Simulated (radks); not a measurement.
Task: Coulomb parameter of the 4f shell of the samarium ion Sm2+ in the model configuration [Xe] 4f5 6p1, as a second difference U = [E(n + 0.5) + E(n - 0.5) - 2 E(n)] / (0.5)^2 with all orbitals relaxed. "Bare": the charge of the atom changes with n. "Screened": the 6p shell takes up the change at fixed total charge, which measures U(4f,4f) + U(6p,6p) - 2 U(4f,6p). Method: scalar-relativistic Kohn-Sham, PBEsol, spin-unpolarised, spherical densities, finite nucleus; Fermi nuclear charge, rms radius 5.0819 fm; computed with a radial shooting solver on a logarithmic mesh with Libxc functionals. Estimate both.

Result: U(bare) = 17.050 eV, U(screened by 6p) = 8.208 eV, against the Slater integral F0(4f,4f) = 27.872 eV with frozen orbitals.
